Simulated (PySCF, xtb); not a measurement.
Dimer: NH3 (SMILES N) (first 4 atoms) with HBr (SMILES Br); geometry from B3LYP-D3(BJ)/def2-TZVP, rigid monomers moved along the line of their centres of mass till N1···H6 is 2.31 Å.
(charge 0, multiplicity 1):
```xyz
6

N      0.2635    -0.0225     0.4461
H      1.1958     0.0311     0.0518
H     -0.1763    -0.8770     0.1234
H     -0.2766     0.7669     0.1102
Br     0.4355     0.0188     4.2664
H      0.3674     0.0024     2.7544
```

Monomers are frozen at their geometry in the pair; levels with a basis set take the counterpoise correction. Rows marked so take none.

Rows in 6-31G* carry no dispersion term and start afresh at each structure (6-31G* with six Cartesian d functions); the Pople sets are all-electron and without relativity. MP2/6-31G* freezes PySCF's default core, which leaves 3d correlated.

Codes used: PySCF for 6-31G* rows; xtb for the GFN methods. Values without a source in brackets are computed.

Problem. Estimate the interaction energy that GFN-FF returns for this input.

Solution. -19 kJ/mol

Problem. What interaction energy does GFN2-xTB give?

Solution. -27 kJ/mol

Problem. What is the computed interaction energy (MP2/6-31G* (no counterpoise))?

Solution. -37 kJ/mol
